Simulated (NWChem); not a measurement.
System: H3S2 cation; SMILES S[SH2+]

Input file for NWChem:

```
start job
memory heap 200 mb stack 900 mb global 1100 mb
charge 1
geometry units angstroms noautoz
  S     -0.053176    -1.123243     0.000000
  S      0.046446     0.989869     0.000000
  H      1.295395    -1.239845     0.000000
  H     -0.820968     1.295297     0.998937
  H     -0.820968     1.295297    -0.998937
end
basis spherical
  * library def2-svp
end
dft
  xc xwpbe 0.80 cpbe96 1.0 hfexch 1.00
  cam 0.2 cam_alpha 0.2 cam_beta 0.8
  iterations 150
  mulliken
end
task dft energy
```

Structure relaxed at the B3LYP/6-31G* (spherical d) level.

### Question
Predict the main results of this run. (LRC-wPBEh/def2-SVP.) Quantities: energy (Ha); highest occupied level (eV); orbital gap (eV).

### Answer
```json
{
  "energy (Ha)": "-797.34",
  "highest occupied level (eV)": "-15.90",
  "orbital gap (eV)": "9.42"
}
```
